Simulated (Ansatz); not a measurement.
Geometry optimisation, RKS B3LYP/def2-SVP in Ansatz 0.2.0.

Input:

```yaml
crystal:
  periodic: [false, false, false]
  atoms:
    - { symbol: O, position_ang: [-0.0804, -2.9617, -0.5744] }
    - { symbol: Si, position_ang: [1.1635, -2.2386, 0.3119] }
    - { symbol: O, position_ang: [1.7987, -0.8919, -0.548] }
    - { symbol: Al, position_ang: [0.6888, 0.4832, -0.3598] }
    - { symbol: Si, position_ang: [-0.2839, 2.3538, 0.7571] }
    - { symbol: Si, position_ang: [-1.301, 1.7062, -1.0671] }
    - { symbol: H, position_ang: [-0.9102, -2.4428, -0.2581] }
    - { symbol: H, position_ang: [2.2534, -3.2373, 0.4673] }
    - { symbol: H, position_ang: [0.7121, -1.8328, 1.7012] }
    - { symbol: H, position_ang: [-0.935, 2.0101, 2.0686] }
    - { symbol: H, position_ang: [0.5514, 3.5572, 0.6782] }
    - { symbol: H, position_ang: [-1.0364, 2.4948, -2.2604] }
    - { symbol: H, position_ang: [-2.6005, 0.9651, -0.9018] }
basis:
  gaussian: { orbitals: def2-SVP }
hamiltonian:
  xc: b3lyp
relax:
  f_tol: 0.015
  max_steps: 40
```

Command:

```bash
$ ansatz run input.yaml --threads 2 --pin off --max-ram 3072MiB --backend cpu --events-out ev --progress --plain --runs-dir out
```

**Question.** Where does it end, and by what steps?

**Answer.** The run converged. After 37 steps the energy has fallen by 1.404 eV; H7 moved furthest, 1.65 Å. Parted: Si2–Al4.

| step | energy less start (eV) | largest force component (eV/Å) | accepted |
| --- | --- | --- | --- |
| 0 | 0.0000 | 2.520 | yes |
| 2 | -1.0211 | 0.734 | yes |
| 4 | -1.1941 | 0.291 | yes |
| 6 | -1.2795 | 0.489 | yes |
| 8 | -1.3293 | 0.447 | yes |
| 10 | -1.3676 | 0.224 | yes |
| 12 | -1.3865 | 0.124 | yes |
| 14 | -1.3920 | 0.078 | yes |
| 16 | -1.3952 | 0.161 | yes |
| 18 | -1.3983 | 0.105 | yes |
| 20 | -1.3990 | 0.040 | yes |
| 22 | -1.4009 | 0.044 | yes |
| 24 | -1.4017 | 0.077 | yes |
| 26 | -1.4024 | 0.060 | yes |
| 28 | -1.4029 | 0.038 | yes |
| 30 | -1.4033 | 0.053 | yes |
| 32 | -1.4036 | 0.056 | yes |
| 34 | -1.4038 | 0.039 | yes |
| 36 | -1.4040 | 0.023 | yes |
| 37 | -1.4041 | 0.009 | yes |

```xyz
13
Properties=species:S:1:pos:R:3
O 0.656 -3.610 -0.752
Si 1.177 -2.611 0.469
O 0.531 -1.090 0.337
Al -0.052 0.483 0.088
Si 0.023 2.847 0.568
Si -1.608 1.992 -0.972
H -0.271 -3.877 -0.752
H 2.649 -2.545 0.315
H 0.778 -3.144 1.802
H -0.653 2.953 1.906
H 0.884 4.054 0.362
H -1.033 2.169 -2.350
H -3.062 2.343 -1.006
```

The run took 3.1 min on 2 threads of Arm Neoverse V1 (shared host), peak memory 0.37 GiB.
